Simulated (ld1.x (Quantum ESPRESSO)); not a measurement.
# Au (Z = 79): PAW pseudisation with PBE, scalar-relativistic reference atom.

* Element: gold (Au)
* Generator: ld1.x (Quantum ESPRESSO) 7.5
* Type: PAW
* Functional: PBE
* Relativity: scalar-relativistic
* Frozen core: [Kr] 4d10 4f14
* Valence charge: 19
* Reference configuration: 5s2 5p6 5d10 6s0.75 6p0.25
* Partial waves: 5s (bound): rcut 1.20, rcutus 1.30 bohr; 6s (bound): rcut 1.20, rcutus 1.30 bohr; 5p (bound): rcut 1.40, rcutus 1.90 bohr; 6p (bound): rcut 1.40, rcutus 1.90 bohr; 5d (bound): rcut 1.85, rcutus 2.10 bohr; 5d channel at 0.95 Ry: rcut 1.85, rcutus 2.10 bohr
* Local potential: all-electron potential smoothed inside 1.80 bohr (lloc = -1)
* Core correction: Bessel-smoothed model core inside 1.30 bohr
* Augmentation charge: PSQ, inside the norm-conserving radii

All-electron outer shells of the reference configuration (PBE, scalar-relativistic, ld1.x):

```json
{"shell": "4d", "level (eV)": "-326.50", "outermost node (bohr)": "0.20", "outermost maximum (bohr)": "0.41"}
{"shell": "5s", "level (eV)": "-108.98", "outermost node (bohr)": "0.48", "outermost maximum (bohr)": "0.84"}
{"shell": "4f", "level (eV)": "-81.73", "outermost node (bohr)": "–", "outermost maximum (bohr)": "0.37"}
{"shell": "5p", "level (eV)": "-60.40", "outermost node (bohr)": "0.52", "outermost maximum (bohr)": "0.96"}
{"shell": "5d", "level (eV)": "-7.48", "outermost node (bohr)": "0.56", "outermost maximum (bohr)": "1.21"}
{"shell": "6s", "level (eV)": "-6.22", "outermost node (bohr)": "1.11", "outermost maximum (bohr)": "2.29"}
{"shell": "6p", "level (eV)": "-1.12", "outermost node (bohr)": "1.32", "outermost maximum (bohr)": "3.60"}
```

Calculated quality:

```json
{
 "Largest excitation error": "-259 meV (all-electron minus pseudo) for 5s1 5p6 5d10 6s1 6p0, out of 7 test configurations",
 "Lowest eigenvalue of the overlap operator": "-68.00 (p channel); it is negative, so in a basis up to 400 Ry S is not positive definite and the file is unfit for use",
 "Density cutoff estimated by the generator": "245 Ry"
}
```

The ghost test of this file was not conclusive. Its overlap operator is not positive definite in a basis up to 400 Ry (lowest eigenvalue p -68.00), so the file is unfit for use: the generalised eigenproblem breaks down once the basis is large enough, and its test numbers describe a broken file.

Generation and tests took about 2.9 s on one core of a shared server CPU.
